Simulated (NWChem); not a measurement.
A series in which one site is exchanged, each optimised at PBE0/def2-SVP with NWChem, gas phase unless a solvent is named. All stand in one matching conformer (torsions within 35°), which need not be the lowest. For some, no frequency run checked for a minimum. def2 effective core potentials on In; no spin-orbit coupling.

A: [NH2][InH][Cl] (InNH3Cl; site = In)
B: B(N)Cl (BNH$_{3}$Cl; site = B)
C: [NH2][AlH][Cl] (AlNH$_{3}$Cl; site = Al)
D: [Cl][GaH][NH2] (GaNH$_{3}$Cl; site = Ga)

Task: Rank them by lowest singlet excitation, PBE0/def2-SVPD, TDA (eV), lowest first.

Result: A (5.15), D (6.17), C (6.29), B (7.03)
